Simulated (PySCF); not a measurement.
**Radial density of C²⁺ (carbon, charge +2)**

MN15, [He] 2s1 2p1, high-spin 3P determinant (an excited configuration). Calculation: PySCF 2.14, in dyall-av3z (15s9p3d2f, 71 functions); scalar relativity by spin-free X2C-1e.

```json
{"r (bohr)": "0.00362", "4πr²ρ (e/bohr)": "0.02256", "4πr²(ρα − ρβ)": "0.0007"}
{"r (bohr)": "0.00608", "4πr²ρ (e/bohr)": "0.06112", "4πr²(ρα − ρβ)": "0.0019"}
{"r (bohr)": "0.0102", "4πr²ρ (e/bohr)": "0.1619", "4πr²(ρα − ρβ)": "0.0051"}
{"r (bohr)": "0.0172", "4πr²ρ (e/bohr)": "0.4136", "4πr²(ρα − ρβ)": "0.0130"}
{"r (bohr)": "0.0289", "4πr²ρ (e/bohr)": "0.9932", "4πr²(ρα − ρβ)": "0.0308"}
{"r (bohr)": "0.0487", "4πr²ρ (e/bohr)": "2.158", "4πr²(ρα − ρβ)": "0.0656"}
{"r (bohr)": "0.0819", "4πr²ρ (e/bohr)": "3.998", "4πr²(ρα − ρβ)": "0.1172"}
{"r (bohr)": "0.138", "4πr²ρ (e/bohr)": "5.769", "4πr²(ρα − ρβ)": "0.1580"}
{"r (bohr)": "0.232", "4πr²ρ (e/bohr)": "5.641", "4πr²(ρα − ρβ)": "0.1449"}
{"r (bohr)": "0.390", "4πr²ρ (e/bohr)": "2.933", "4πr²(ρα − ρβ)": "0.2343"}
{"r (bohr)": "0.655", "4πr²ρ (e/bohr)": "1.336", "4πr²(ρα − ρβ)": "0.9103"}
{"r (bohr)": "1.10", "4πr²ρ (e/bohr)": "1.540", "4πr²(ρα − ρβ)": "1.5278"}
{"r (bohr)": "1.85", "4πr²ρ (e/bohr)": "0.6759", "4πr²(ρα − ρβ)": "0.6758"}
{"r (bohr)": "3.12", "4πr²ρ (e/bohr)": "0.04758", "4πr²(ρα − ρβ)": "0.0476"}
{"r (bohr)": "5.25", "4πr²ρ (e/bohr)": "0.0001545", "4πr²(ρα − ρβ)": "0.0002"}
```

Densities and radii are taken from the X2C orbitals without a picture-change correction, which distorts them close to the nucleus.
